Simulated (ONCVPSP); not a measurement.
## Potentials for Co compared

Generated with ld1.x 7.5 (TM, RRKJ, ultrasoft, PAW), atompaw 4.2 or ONCVPSP 4.0.1. The cutoff is in Ry: for ld1.x and atompaw files where the sum of valence levels is converged to 10 mRy in a Bessel basis, for ONCV files where the hardest occupied wave has 1 mHa per electron of residual kinetic energy. The error is the largest all-electron minus pseudo excitation energy over each file’s own four to seven test configurations (ionisations up to +4, promotions, holes and added fractions of an electron), all of which were solved. The labels leave out finer settings (local radius, basis sizes, second energies), which also bear on the numbers. Spin-polarised tests are not counted. The rows are a selection from randomly drawn settings: files with unsolved tests, undetermined cutoffs or missed reference levels are left out.

A true bound ghost makes a file unfit for plane-wave use even where its test errors are small: the radial tests pick states by their node count and pass the ghost by.

| potential | cutoff (Ry) | largest error (meV) | bound ghosts |
| --- | --- | --- | --- |
| ONCV, PBE, scalar-relativistic, rc 1.30/0.75/1.60 (spd), local smoothed, core correction yes, reference 3s2 3p6 3d7, qcut 9.4/11.3/9.5, projectors 2/2/3 | 141 | +101 | none |
| ONCV, LDA (Perdew-Wang 92), scalar-relativistic, rc 2.20/2.70/0.90 (spd), local d, core correction no, reference 3d7 4s1 4p1, qcut 3/2.5/17.2, projectors 3/1/0 | 224 | -213 | s, p |
| ONCV, revPBE, scalar-relativistic, rc 1.35/1.30/1.35 (spd), local smoothed, core correction yes, reference 3s2 3p6 3d7 4s1.5, qcut 7.8/10.5/9.8, projectors 2/2/2 | 88 | +23 | none |
| ONCV, PBEsol, scalar-relativistic, rc 1.95/2.30/1.15 (spd), local smoothed, core correction no, reference 3d7 4s1 4p1, qcut 3.2/6.2/11.9, projectors 2/2/2 | 125 | -152 | s |
| ONCV, PBE, fully relativistic, rc 1.50/1.10/0.95/1.40 (spdf), local smoothed, core correction yes, reference 3s2 3p6 3d7.5 4s1.5, qcut 8.7/11.7/13.3/7.3, projectors 3/2/2/2 | 163 | -246 | none |
| ONCV, PBE, scalar-relativistic, rc 0.80/0.70/1.55/1.20 (spdf), local smoothed, core correction no, reference 3s2 3p6 3d6, qcut 9.3/12.1/10/8.6, projectors 1/1/2/2 | 321 | +256 | none |
| ONCV, LDA (Perdew-Wang 92), scalar-relativistic, rc 2.45/1.05/1.15 (spd), local smoothed, core correction yes, reference 3p6 3d7 4s2, qcut 2.8/15.3/11.3, projectors 2/2/3 | 119 | -36 | none |

Question: Fill in the row for Co: ONCV, PBEsol, scalar-relativistic, rc 2.25/3.05/1.35 (spd), local smoothed, core correction yes, reference 3d7 4s1.5 4p0.5, qcut 2.3/2.4/13.2, projectors 3/2/1.

Answer: cutoff 129 Ry, largest error +12 meV, bound ghosts: none.
